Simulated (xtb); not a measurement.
xtb input (GFN1-xTB):

```bash
xtb mol.xyz --gfn 1 --sp --chrg -1 --uhf 0
```
mol.xyz:
```
5

B     -0.61983440     0.53918661    -0.87908408
H     -1.31278863     0.15274157    -1.78949853
O     -0.51638791     1.93167282    -0.84082765
H      0.05269730     2.13584912    -0.08487339
Se     0.24971667    -0.60111489     0.38224746
```

Output:

```
           -------------------------------------------------
          |                Calculation Setup                |
           -------------------------------------------------

           -------------------------------------------------
          |                 G F N 1 - x T B                 |
           -------------------------------------------------

        Reference                      10.1021/acs.jctc.7b00118
      * Hamiltonian:
        H0-scaling (s, p, d)           1.850000    2.250000    2.000000
        zeta-weighting                 0.000000
      * Dispersion:
        s8                             2.400000
        a1                             0.630000
        a2                             5.000000
        s9                             0.000000
      * Repulsion:
        kExp                           1.500000
        rExp                           1.000000
      * Coulomb:
        alpha                          2.000000
        third order                    atomic
        anisotropic                    false
      * Halogen bond correction:
        rad-scale                      1.300000
        damping                        0.440000

          ...................................................
          :                      SETUP                      :
          :.................................................:
          :  # basis functions                  22          :
          :  # atomic orbitals                  21          :
          :  # shells                           11          :
          :  # electrons                        18          :
          :  # halogen bonds                     0          :
          :  max. iterations                   250          :
          :  Hamiltonian                  GFN1-xTB          :
          :  restarted?                      false          :
          :  GBSA solvation                  false          :
          :  PC potential                    false          :
          :  electronic temp.          300.0000000     K    :
          :  accuracy                    1.0000000          :
          :  -> integral cutoff          0.2500000E+02      :
          :  -> integral neglect         0.1000000E-07      :
          :  -> SCF convergence          0.1000000E-05 Eh   :
          :  -> wf. convergence          0.2000000E-04 e    :
          :  Broyden damping             0.4000000          :
          :  net charge                         -1          :
          :  unpaired electrons                  0          :
          ...................................................

 iter      E             dE          RMSdq      gap      omega  full diag
   1    -10.7950642 -0.107951E+02  0.773E+00    4.16       0.0  T
   2    -10.8028513 -0.778706E-02  0.453E+00    3.90       1.0  T
   3    -10.8027867  0.645385E-04  0.114E+00    3.54       1.0  T
   4    -10.8034765 -0.689716E-03  0.843E-01    4.02       1.0  T
   5    -10.8051002 -0.162376E-02  0.153E-01    3.74       1.0  T
   6    -10.8051416 -0.413422E-04  0.451E-02    3.78       1.0  T
   7    -10.8051460 -0.439686E-05  0.716E-03    3.77       6.3  T
   8    -10.8051461 -0.109488E-06  0.404E-04    3.77     110.7  T
   9    -10.8051461  0.147956E-09  0.520E-04    3.77      86.0  T
  10    -10.8051461 -0.569337E-09  0.209E-04    3.77     214.5  T
  11    -10.8051461 -0.100890E-09  0.737E-08    3.77  100000.0  T
  12    -10.8051461 -0.106581E-13  0.930E-08    3.77  100000.0  T

   *** convergence criteria satisfied after 12 iterations ***

         #    Occupation            Energy/Eh            Energy/eV
      -------------------------------------------------------------
         1        2.0000           -0.5339624             -14.5299
       ...           ...                  ...                  ...
         3        2.0000           -0.3875184             -10.5449
         4        2.0000           -0.3276276              -8.9152
         5        2.0000           -0.2946549              -8.0180
         6        2.0000           -0.2483713              -6.7585
         7        2.0000           -0.1507901              -4.1032
         8        2.0000           -0.0969198              -2.6373
         9        2.0000           -0.0795384              -2.1644 (HOMO)
        10                          0.0589945               1.6053 (LUMO)
        11                          0.1108922               3.0175
        12                          0.1644055               4.4737
        13                          0.1850828               5.0364
        14                          0.2838509               7.7240
       ...                                ...                  ...
        21                          0.7938503              21.6018
      -------------------------------------------------------------
                  HL-Gap            0.1385329 Eh            3.7697 eV
             Fermi-level           -0.0102720 Eh           -0.2795 eV

 SCC (total)                   0 d,  0 h,  0 min,  0.003 sec
 SCC setup                      ...        0 min,  0.000 sec (  2.735%)
 Dispersion                     ...        0 min,  0.000 sec (  1.457%)
 classical contributions        ...        0 min,  0.000 sec (  0.592%)
 integral evaluation            ...        0 min,  0.001 sec ( 20.529%)
 iterations                     ...        0 min,  0.001 sec ( 42.256%)
 molecular gradient             ...        0 min,  0.001 sec ( 28.197%)
 printout                       ...        0 min,  0.000 sec (  3.904%)

         :::::::::::::::::::::::::::::::::::::::::::::::::::::
         ::                     SUMMARY                     ::
         :::::::::::::::::::::::::::::::::::::::::::::::::::::
         :: total energy             -10.751075624144 Eh    ::
         :: gradient norm              0.055015599617 Eh/a0 ::
         :: HOMO-LUMO gap              3.769672234008 eV    ::
         ::.................................................::
         :: SCC energy               -10.805146069661 Eh    ::
         :: -> electrostatic           0.189996575865 Eh    ::
         :: repulsion energy           0.055159267176 Eh    ::
         :: dispersion energy         -0.001088821659 Eh    ::
         :: halogen bond corr.         0.000000000000 Eh    ::
         :: add. restraining           0.000000000000 Eh    ::
         :: total charge              -1.000000000000 e     ::
         :::::::::::::::::::::::::::::::::::::::::::::::::::::

           -------------------------------------------------
          |                Property Printout                |
           -------------------------------------------------

    * Orbital Energies and Occupations

         #    Occupation            Energy/Eh            Energy/eV
      -------------------------------------------------------------
         1        2.0000           -0.5339624             -14.5299
         2        2.0000           -0.5009609             -13.6318
         3        2.0000           -0.3875184             -10.5449
         4        2.0000           -0.3276276              -8.9152
         5        2.0000           -0.2946549              -8.0180
         6        2.0000           -0.2483713              -6.7585
         7        2.0000           -0.1507901              -4.1032
         8        2.0000           -0.0969198              -2.6373
         9        2.0000           -0.0795384              -2.1644 (HOMO)
        10                          0.0589945               1.6053 (LUMO)
        11                          0.1108922               3.0175
        12                          0.1644055               4.4737
        13                          0.1850828               5.0364
        14                          0.2838509               7.7240
Note: The following floating-point exceptions are signalling: IEEE_DENORMAL
normal termination of xtb
        15                          0.2864712               7.7953
        16                          0.2889738               7.8634
        17                          0.3341397               9.0924
        18                          0.5328346              14.4992
        19                          0.5662705              15.4090
        20                          0.7188850              19.5619
        21                          0.7938503              21.6018
      -------------------------------------------------------------
                  HL-Gap            0.1385329 Eh            3.7697 eV
             Fermi-level           -0.0102720 Eh           -0.2795 eV

  Mulliken/CM5 charges         n(s)   n(p)   n(d)
     1B     0.21133 -0.01324   0.962  1.826  0.000
     2H    -0.20627 -0.09940   1.206  0.000  0.000
     3O    -0.62166 -0.76859   1.704  4.917  0.000
     4H     0.26097  0.44386   0.739  0.000  0.000
     5Se   -0.64437 -0.56263   1.938  4.743 -0.036

Wiberg/Mayer (AO) data.
largest (>0.10) Wiberg bond orders for each atom

 ---------------------------------------------------------------------------
     #   Z sym  total        # sym  WBO       # sym  WBO       # sym  WBO
 ---------------------------------------------------------------------------
     1   5 B    3.446 --     5 Se   1.489     3 O    1.019     2 H    0.928
     2   1 H    0.979 --     1 B    0.928
     3   8 O    1.995 --     1 B    1.019     4 H    0.899
     4   1 H    1.003 --     3 O    0.899
     5  34 Se   1.668 --     1 B    1.489
 ---------------------------------------------------------------------------

Topologies differ in total number of bonds
Writing topology from bond orders to xtbtopo.mol

 dipole moment from electron density (au)
     X       Y       Z
   0.6327   0.0331   0.8546  total (Debye):    2.704

           -------------------------------------------------
          | TOTAL ENERGY              -10.751075624144 Eh   |
          | GRADIENT NORM               0.055015599617 Eh/α |
          | HOMO-LUMO GAP               3.769672234008 eV   |
           -------------------------------------------------

------------------------------------------------------------------------
------------------------------------------------------------------------
 total:
 SCF:
```

It need not be the lowest isomer of its formula. Whether it binds its extra electron was not tested at this geometry.
